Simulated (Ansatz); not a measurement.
A nudged elastic band was laid between two geometries of GaH4N + H2 (8 atoms, charge 0, multiplicity 1).

Method: Ansatz 0.2.0, RKS PBE0/def2-SVP.

```json
{"movable images": "5", "climbing image": "yes", "spring": "5.0 eV/Å²", "optimiser": "quadratic models (default)", "start path": "straight line", "force threshold": "0.03 eV/Å", "iteration limit": "60", "end points": "relaxed"}
```

Initial state:

```xyz
8
Properties=species:S:1:pos:R:3
Ga 0.103 -0.823 0.057
N 0.003 -0.059 1.701
H -0.852 0.030 2.237
H 0.808 0.238 2.241
H 1.527 -0.937 -0.577
H -1.246 -1.284 -0.583
H -0.427 3.362 1.759
H -0.332 2.612 1.659
```

Final state:

```xyz
8
Properties=species:S:1:pos:R:3
Ga -0.086 0.726 -0.017
N -0.021 0.086 2.047
H -0.745 -0.604 2.244
H 0.880 -0.335 2.276
H 1.338 0.207 -0.474
H -1.358 -0.096 -0.482
H -0.262 2.281 0.223
H -0.163 0.874 2.678
```

Question: Which bonds break or form, and what moves?

Answer: Bonds broken: H7–H8. Bonds formed: Ga1–H7, N2–H8. GaH4N + H2 becomes GaH6N.

Question: Give the energies along the band, and the barrier.

Answer: The forces met the threshold. The highest image is number 4 of 0 to 6, 19.2 kcal/mol above the first end and 37.5 kcal/mol above the last; the last end lies 18.3 kcal/mol below the first. Neighbouring images differ by up to 1.4 eV, so the band resolves the path poorly. Another band between the same ends (5 images) ends at a top of the same energy, where a vibrational analysis finds 1 clearly imaginary mode. The orbitals stay closed-shell, which can raise the energy where a bond breaks towards radicals; this wasn't checked here.

| image | path coordinate (Å) | energy (kcal/mol) | H7–H8 (Å) | Ga1–H7 (Å) | N2–H8 (Å) |
| --- | --- | --- | --- | --- | --- |
| 0 | 0.00 | 0.0 | 0.76 | 4.55 | 2.69 |
| 1 | 0.91 | 0.2 | 0.76 | 4.04 | 2.74 |
| 2 | 1.83 | 0.7 | 0.76 | 3.44 | 2.82 |
| 3 | 2.74 | 2.7 | 0.77 | 2.58 | 2.39 |
| 4 | 3.66 | 19.2 | 0.98 | 1.87 | 1.45 |
| 5 | 4.43 | -12.1 | 1.89 | 1.62 | 1.03 |
| 6 | 5.20 | -18.3 | 2.83 | 1.58 | 1.02 |

Question: What is the geometry of the highest image?

Answer: 
```xyz
8
Properties=species:S:1:pos:R:3:forces:R:3
Ga -0.035 0.285 0.102 0.00 0.00 0.01
N -0.004 -0.004 2.051 0.00 0.01 -0.02
H -0.783 -0.483 2.498 0.01 0.00 0.01
H 0.866 -0.270 2.507 0.00 -0.01 0.01
H 1.382 0.307 -0.556 0.00 0.00 0.00
H -1.410 -0.050 -0.560 0.00 0.00 0.00
H -0.255 1.988 0.852 0.00 0.00 -0.01
H -0.178 1.366 1.601 0.00 -0.01 0.00
```

The run took 97 s on 2 threads of Arm Neoverse V1, with other jobs on the host, peak memory 0.14 GiB.
